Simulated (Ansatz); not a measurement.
Relaxation of CH4BFMg (8 atoms, charge 0, multiplicity 1), to a largest force component of 0.02 eV/Å in at most 50 steps.

Computed with Ansatz 0.2.0, RKS B3LYP/def2-SVP.

```xyz
8
Properties=species:S:1:pos:R:3
C 0.097 1.314 -0.520
B -0.081 -0.156 0.042
F 1.019 -0.543 0.795
Mg -0.748 -2.069 0.508
H 0.047 1.333 -1.609
H -0.702 1.973 -0.177
H 1.048 1.759 -0.220
H -1.138 -0.297 -0.439
```

Where does it end, and by what steps?

It converged. After 26 steps the energy has fallen by 3.101 eV; Mg4 moved furthest, 2.41 Å. Parted: B2–Mg4, F3–Mg4, Mg4–H8.

| step | energy less start (eV) | largest force component (eV/Å) | accepted |
| --- | --- | --- | --- |
| 0 | 0.0000 | 6.095 | yes |
| 1 | -1.3497 | 3.988 | yes |
| 2 | -2.3017 | 1.374 | yes |
| 3 | -2.6505 | 0.846 | yes |
| 4 | -2.8238 | 0.543 | yes |
| 5 | -2.9318 | 0.352 | yes |
| 6 | -2.9984 | 0.215 | yes |
| 7 | -3.0372 | 0.126 | yes |
| 8 | -3.0602 | 0.144 | yes |
| 9 | -3.0717 | 0.241 | yes |
| 10 | -3.0818 | 0.070 | yes |
| 11 | -3.0854 | 0.082 | yes |
| 12 | -3.0876 | 0.059 | yes |
| 13 | -3.0889 | 0.051 | yes |
| 14 | -3.0901 | 0.076 | yes |
| 15 | -3.0917 | 0.112 | yes |
| 16 | -3.0951 | 0.142 | yes |
| 17 | -3.0885 | 0.383 | no |
| 18 | -3.0974 | 0.121 | yes |
| 19 | -3.0986 | 0.089 | yes |
| 20 | -3.0994 | 0.061 | yes |
| 21 | -3.0999 | 0.037 | yes |
| 22 | -3.1004 | 0.038 | yes |
| 23 | -3.1004 | 0.127 | yes |
| 24 | -3.1009 | 0.067 | yes |
| 25 | -3.1008 | 0.066 | no |
| 26 | -3.1012 | 0.017 | yes |

```xyz
8
Properties=species:S:1:pos:R:3
C 0.310 1.575 -0.502
B -0.607 0.313 -0.509
F -0.284 -0.767 0.205
Mg 0.215 -3.792 1.889
H 0.591 1.840 -1.538
H -0.267 2.442 -0.129
H 1.222 1.465 0.104
H -1.638 0.237 -1.140
```

Time of the run: 3.2 min on 1 thread of Intel(R) Xeon(R) Processor @ 2.50GHz (Skylake/Cascade Lake), with other jobs on the host, peak memory 0.16 GiB.
